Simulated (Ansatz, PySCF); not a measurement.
Gas-phase reaction in SMILES: C[C@H](Cl)CCCl → C[CH]Cl + [CH2]CCl (the C-C bond at the site shown breaks; other sites are not compared here)
Structures are relaxed separately at B3LYP-D3(BJ)/def2-TZVP in Ansatz (a first-principles code), one conformer each, not searched for the lowest. Frequencies are from PySCF.

Property: bond dissociation energy (enthalpy at 298 K, with B3LYP-D3(BJ) rigid-rotor harmonic-oscillator terms), in eV. Valence correlation only, unless marked. Open shells are spin-unrestricted. No spin-orbit coupling. No relativistic terms. Basis-set limits of correlation are two-point, X^-3; Hartree-Fock from the larger set. [CCSD(T)-MP2]/basis is that difference in the basis named.

| level | program | bond dissociation energy (eV) |
|---|---|---|
| revPBE-D4/def2-TZVPD | Ansatz + dftd4 | ? |
| B97M-V/def2-TZVPD | Ansatz | 3.61 |
| r2SCAN0/def2-TZVPD | Ansatz | ? |
| B2PLYP-D4/def2-TZVPD | Ansatz + dftd4 | 3.65 |
| B2PLYP/def2-TZVPD | Ansatz | 3.54 |
| RPA@PBE/cc-pV(T+d)Z | Ansatz | 3.74 |
| SCS-MP2/6-31G | Ansatz | 3.63 |
| SCS-MP2/6-31G* | Ansatz | 3.93 |
| RI-MP2/CBS(cc-pV(T+d)Z,cc-pV(Q+d)Z)+[CCSD(T)-MP2]/cc-pV(T+d)Z | Ansatz | 3.88 |

Question: Fill in the missing entries.

Answer: 
- revPBE-D4/def2-TZVPD, bond dissociation energy (eV): 3.51
- r2SCAN0/def2-TZVPD, bond dissociation energy (eV): 3.34
